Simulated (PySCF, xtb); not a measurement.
CH6ClGeN, SMILES [Ge@H]([Cl])([NH2])[CH3]. Other conformers were not sampled.

Harmonic wavenumbers (cm⁻¹) from xtb with GFN2-xTB at its own minimum, in rising order: 95, 141, 164, 180, 192, 369, 498, 569, 607, 637, 645, 739, 794, 807, 1319, 1451, 1455, 1488, 1746, 3020, 3029, 3030, 3434, 3467.

Problem. What does ωB97X-D3(BJ)/def2-SVP run with PySCF 2.14.0 give at its own minimum? (The exact figures need the calculation; the answer reports its results.)

Solution. 110, 161, 183, 202, 252, 412, 551, 637, 638, 726, 755, 830, 856, 914, 1283, 1441, 1444, 1566, 2217, 3081, 3191, 3198, 3588, 3681. Paired by order, the mean absolute difference is 90 cm⁻¹ and the zero-point energies are 42.7 and 45.6 kcal/mol.
